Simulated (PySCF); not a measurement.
A structure optimised at PBE-D3(BJ)/def2-SVP, used in a PySCF frequency run:

```xyz
12

Si     1.7141    -0.1429    -0.0550
N      0.0091     0.2093     0.1448
C     -1.0166    -0.3707     0.9293
C     -2.0491    -0.0807     0.0879
C     -1.0455     0.5440    -0.8656
H      2.3110     0.9907    -0.8403
H      2.3112    -0.2202     1.3220
H      2.0356    -1.4329    -0.7789
H     -0.8808    -0.8523     1.9110
H     -3.1391    -0.1681     0.1093
H     -0.9011     0.0245    -1.8381
H     -1.1300     1.6385    -1.0385
```
Charge 0, spin multiplicity 1.

Task: Write its SMILES and formula.

Result: [SiH3]N1C=CC1, C3H7NSi

Task: What are its rotational constants (standard atomic weights)?

Result: 11.599, 2.6216, 2.2516 GHz
